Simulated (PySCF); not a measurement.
Job file and geometry (Å, from GFN2-xTB) of an NMR shielding run on `C(CB([SiH2]B)C[SiH3])#CC`, C5H14B2Si2, PySCF 2.14.0, density-fitted response routines, GIAO PBE0/pcSseg-1 NMR shielding, non-relativistic, gas phase; density fitting, a coarse starting grid and PySCF grid level 2 are the driver's defaults:

```
$ OMP_NUM_THREADS=1 python probes_run.py task.json out

{"job": {"kind": "nmr", "xc": "PBE0", "basis": "pcSseg-1"}, "charge": 0, "multiplicity": 1}
B     -1.113917    -2.074178     0.927679
Si    -1.432530    -1.654647    -0.947741
B     -0.872151     0.220940    -1.220467
C     -1.710987     1.401259    -0.657026
Si    -1.037953     1.822043     1.088278
C      0.573587     0.530174    -1.810046
C      1.485479     0.163104    -0.737865
C      2.190157    -0.142957     0.183422
C      3.072400    -0.505143     1.273396
H     -1.951534    -1.967220     1.739824
H     -0.051999    -2.394803     1.303177
H     -0.731562    -2.566003    -1.884932
H     -2.843859    -1.838855    -1.370752
H     -1.634265     2.320878    -1.240764
H     -2.773201     1.178396    -0.545602
H     -0.865369     0.599431     1.878545
H     -2.016185     2.698297     1.743284
H      0.243449     2.520921     0.983540
H      0.826254    -0.068407    -2.689955
H      0.742243     1.582034    -2.063041
H      3.197165     0.340922     1.949745
H      4.050619    -0.797719     0.890949
H      2.649404    -1.341481     1.830251
```

Q: What does the program print?

A: 
```
coarse grid: 19536 points
cycle   1  E = -826.8043612212  dE =  6.436e-01  |g| = 4.601e-01  |ddm| = 4.656e+00
cycle   2  E = -826.8057574870  dE = -1.396e-03  |g| = 4.525e-01  |ddm| = 1.140e+00
cycle   3  E = -826.8616488766  dE = -5.589e-02  |g| = 6.268e-02  |ddm| = 6.129e-01
cycle   4  E = -826.8624231817  dE = -7.743e-04  |g| = 3.690e-02  |ddm| = 1.054e-01
cycle   5  E = -826.8627367768  dE = -3.136e-04  |g| = 1.558e-02  |ddm| = 4.331e-02
cycle   6  E = -826.8627938892  dE = -5.711e-05  |g| = 3.779e-03  |ddm| = 1.486e-02
cycle   7  E = -826.8627976349  dE = -3.746e-06  |g| = 6.344e-04  |ddm| = 4.699e-03
final grid: 177520 points
cycle   8  E = -826.9119595419  dE = -4.836e-05  |g| = 7.489e-03  |ddm| = 5.575e-02
cycle   9  E = -826.9119566853  dE =  2.857e-06  |g| = 8.217e-03  |ddm| = 1.716e-02
cycle  10  E = -826.9119744185  dE = -1.773e-05  |g| = 1.226e-03  |ddm| = 9.077e-03
cycle  11  E = -826.9119747628  dE = -3.443e-07  |g| = 4.569e-04  |ddm| = 1.387e-03
cycle  12  E = -826.9119748124  dE = -4.962e-08  |g| = 1.188e-04  |ddm| = 4.493e-04
cycle  13  E = -826.9119748159  dE = -3.542e-09  |g| = 3.059e-05  |ddm| = 1.436e-04
cycle  14  E = -826.9119748162  dE = -2.833e-10  |g| = 4.487e-06  |ddm| = 5.193e-05
converged SCF energy = -826.9119748162

GIAO shielding tensors (ppm)
atom      isotropic    diamagn.    paramagn.     s11        s22        s33       span
  0 B       -9.621     198.617    -208.238   -134.745    -45.707    151.589    286.334
  1 Si     440.460     882.521    -442.060    423.029    434.489    463.864     40.836
  2 B        9.896     195.974    -186.078    -68.268    -20.771    118.727    186.995
  3 C      162.616     259.207     -96.592    133.073    168.237    186.537     53.464
  4 Si     442.690     881.893    -439.203    398.327    455.696    474.046     75.719
  5 C      162.014     256.435     -94.421    144.858    168.274    172.909     28.051
  6 C      109.504     267.665    -158.161     23.929     37.602    266.981    243.053
  7 C       93.083     269.158    -176.075      8.393     17.187    253.670    245.276
  8 C      181.649     253.997     -72.348    173.396    174.968    196.584     23.188
  9 H       21.350      31.200      -9.850      8.539     25.903     29.608     21.069
 10 H       21.416      32.568     -11.152      8.291     25.687     30.272     21.981
 11 H       27.820      30.158      -2.339     23.862     27.243     32.355      8.493
 12 H       27.737      30.112      -2.375     23.906     26.643     32.664      8.758
 13 H       30.122      31.707      -1.585     26.690     27.736     35.939      9.249
 14 H       29.797      32.205      -2.408     25.731     28.302     35.358      9.626
 15 H       28.853      33.230      -4.377     26.066     28.233     32.262      6.196
 16 H       27.825      29.755      -1.930     24.120     25.224     34.131     10.012
 17 H       28.141      31.971      -3.830     24.280     27.508     32.635      8.355
 18 H       28.710      30.237      -1.527     24.957     26.523     34.650      9.694
 19 H       29.133      31.762      -2.629     26.372     26.984     34.044      7.672
 20 H       29.798      30.156      -0.359     24.671     28.332     36.390     11.719
 21 H       29.651      26.319       3.332     24.348     27.580     37.025     12.677
 22 H       29.577      32.186      -2.608     23.999     28.635     36.097     12.097
```

Size and cost of the density-fitted run: 237 basis functions, 2.4 min wall time on 1 thread of an Arm Neoverse N1, shared host; peak memory 1 GiB.
